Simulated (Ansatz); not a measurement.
The cluster Na2Sb. Total charge 0; quartet. Geometry PBE0-D4/def2-TZVP; atoms count from 1.

```xyz
3

Na    1.619   -2.572    0.274
Na   -1.619    2.572   -0.275
Sb    0.000    0.000    0.001
```

In the def2 sets Sb takes a core potential; there is no spin–orbit coupling. At PBE0-D4/def2-TZVP a doublet of charge 0 lies 0.85 eV below the quartet, each at its own geometry. The structure comes from a short search, and lower isomers may exist.

Q: Estimate the Mulliken populations from the PBE0/def2-TZVP orbitals of Ansatz.

A: 
```json
{"atom": "Na1", "charge (e)": "0.13", "spin (α − β)": "0.49"}
{"atom": "Na2", "charge (e)": "0.13", "spin (α − β)": "0.49"}
{"atom": "Sb3", "charge (e)": "-0.27", "spin (α − β)": "2.01"}
```
Mulliken values and Mayer orders depend strongly on the basis.

Q: Where does the spin sit?

A: Summed by element: Na 0.99, Sb 2.01, of 3 unpaired in all. Largest on single atoms: Sb3 2.01, Na1 0.49, Na2 0.49.

Q: And the Mayer bond orders between bonded heavy atoms (over 0.3)?

A: Na1–Sb3 0.54 (3.05 Å); Na2–Sb3 0.54 (3.05 Å). Values over 0.3 also appear between atoms too far apart for a bond (Na1–Na2 0.43 at 6.10 Å); they arise where an orbital or an unpaired electron spreads over both atoms.
